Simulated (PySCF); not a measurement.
Species: C5H14OSi3.
Cartesian coordinates in Å at the GFN2-xTB level; atoms count from 1:
```
atom  x, y, z in Å
C1     3.3031    0.3086   -0.9809
C2     2.1332   -0.6375   -0.7691
O3     1.0298    0.1188   -0.3017
C4    -0.1078   -0.5506   -0.0549
C5    -0.4509   -1.8502   -0.1586
Si6   -2.1926   -1.5497    0.4331
C7    -1.3101    0.1883    0.4397
Si8   -1.8953    1.4613   -0.8392
Si9   -0.9691    0.9798    2.1295
H10    3.0373    1.0699   -1.7098
H11    3.5570    0.7991   -0.0448
H12    4.1669   -0.2433   -1.3409
H13    1.8626   -1.1370   -1.7097
H14    2.3870   -1.4098   -0.0297
H15    0.1596   -2.6754   -0.4838
H16   -2.5853   -2.0548    1.7485
H17   -3.2931   -1.6871   -0.5206
H18   -1.9946    0.8258   -2.1591
H19   -0.9658    2.5884   -0.9417
H20   -3.2192    1.9494   -0.4428
H21   -0.0434    2.1091    2.0190
H22   -2.2397    1.4389    2.6972
H23   -0.3743   -0.0152    3.0304
```

NICS = −σ at a ghost point: NICS(0) at the centroid of the ring atoms, NICS(1) 1 Å to either side along the normal of their mean plane, zz for the tensor component along that normal. Level: GIAO PBE0/pcSseg-1 (PySCF, non-relativistic, gas phase) on the GFN2-xTB geometry, one conformer.

Ring bond lengths (Å), with Mayer bond orders in brackets: C4–C5 1.348 (1.69), C5–Si6 1.864 (0.97), Si6–C7 1.949 (0.82), C7–C4 1.495 (0.95).

Problem. Give the NICS values of each ring in ppm.

Solution. 
```tsv
ring	type	NICS(0)	NICS(1), two faces	NICS(1)zz, two faces	rms pucker (Å)	centre to ring atoms, mean (Å)
C4–C5–Si6–C7	4-membered ring with Si; formal bonds 1 double, 3 single	-4.7	-2.5 / -2.5	2.0 / 2.0	0.00	1.17
```

Problem. What can be read from them?

Solution. 
- C4–C5–Si6–C7: mean NICS(1)zz 2.0 ppm, near zero. Si6, C7 have four or more neighbours, and the NICS criterion for π rings isn't applied.

Problem. At the second NICS(1) probe listed for ring C4–C5–Si6–C7, 1 Å off the ring, what do the in-plane components average?

Solution. The isotropic value is a third of the trace: (3 × -2.5 − (2.0))/2 = -4.8 ppm.

Problem. How shielded are the nuclei of the rings and their hydrogens (means over atoms taken as equivalent)?

Solution. 
```csv
atoms,environment,σ isotropic (ppm),"principal values of the symmetric part, first atom (ppm)"
C4,vinylic carbon bearing oxygen,7.6,"-100.0, 29.9, 92.9"
C5,alkene CH carbon,102.6,"30.3, 120.4, 157.2"
Si6,SiH2 silicon,408.9,"353.0, 416.2, 457.5"
C7,sp3 carbon bound to silicon,173.9,"152.6, 161.1, 208.1"
H15,vinylic hydrogen,27.81,"24.0, 26.2, 33.2"
H16 (×2),Si–H hydrogen,27.17,"23.5, 25.6, 32.4"
```
